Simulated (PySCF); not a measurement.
C4H8O2, SMILES O[C@@H]1C[C@H]1OC.

Geometry: B3LYP-D3(BJ)/def2-SVP. The values are those of a single conformer.

Method: B3LYP-D3(BJ)/def2-SVP (PySCF).

No scaling factor is applied to the harmonic values.

```tsv
mode	ν (cm⁻¹)	IR (km/mol)	Raman (Å⁴/amu)	depolarisation	moving atoms (share of kinetic energy)
1	104	3.7	0.3	0.56	C 43 %, H 29 %, O 28 %
2	192	1.6	0.2	0.26	H 61 %, C 26 %, O 13 %
3	203	4.3	0.2	0.35	H 60 %, C 27 %, O 13 %
4	302	40.1	2.2	0.75	H 46 %, O 27 %, C 27 %
5	335	72.5	2.4	0.74	H 61 %, O 27 %, C 12 %
6	415	12.6	3.0	0.42	C 42 %, O 33 %, H 25 %
7	429	15.5	0.3	0.74	O 39 %, C 32 %, H 28 %
8	499	2.0	3.0	0.67	H 46 %, C 32 %, O 23 %
9	792	6.9	7.7	0.74	H 46 %, C 44 %, O 10 %
10	865	13.0	13.4	0.38	H 60 %, O 22 %, C 19 %
11	940	11.9	4.7	0.75	C 62 %, H 35 %
12	974	21.9	5.2	0.58	C 70 %, H 29 %
13	1003	15.2	1.3	0.74	H 71 %, C 23 %
14	1050	12.2	4.3	0.74	H 42 %, C 40 %, O 17 %
15	1076	2.1	1.8	0.28	H 71 %, C 26 %
16	1117	33.0	4.9	0.75	H 56 %, C 31 %, O 13 %
17	1166	12.6	3.5	0.16	C 46 %, H 44 %, O 10 %
18	1180	4.0	3.6	0.72	H 74 %, C 20 %
19	1201	113.6	1.6	0.15	C 39 %, H 36 %, O 24 %
20	1223	58.0	14.5	0.23	H 59 %, C 32 %, O 10 %
21	1254	123.6	4.6	0.46	H 42 %, O 31 %, C 27 %
22	1287	53.1	4.3	0.75	H 76 %, C 17 %
23	1345	35.0	3.2	0.70	H 75 %, C 21 %
24	1400	1.3	6.5	0.70	H 84 %, C 15 %
25	1458	5.8	16.9	0.73	H 94 %
26	1464	0.3	10.2	0.75	H 88 %, C 11 %
27	1484	14.3	16.1	0.74	H 92 %
28	1521	14.0	8.5	0.14	C 60 %, H 38 %
29	2974	62.4	118.5	0.02	H 97 %
30	3033	56.3	63.2	0.75	H 90 %, C 10 %
31	3092	17.4	100.0	0.21	H 92 %, C 8 %
32	3100	29.0	79.2	0.33	H 92 %, C 8 %
33	3122	2.7	121.5	0.08	H 95 %
34	3126	26.7	104.8	0.52	H 91 %, C 9 %
35	3225	5.0	55.5	0.75	H 89 %, C 11 %
36	3805	30.7	150.9	0.29	H 94 %
```
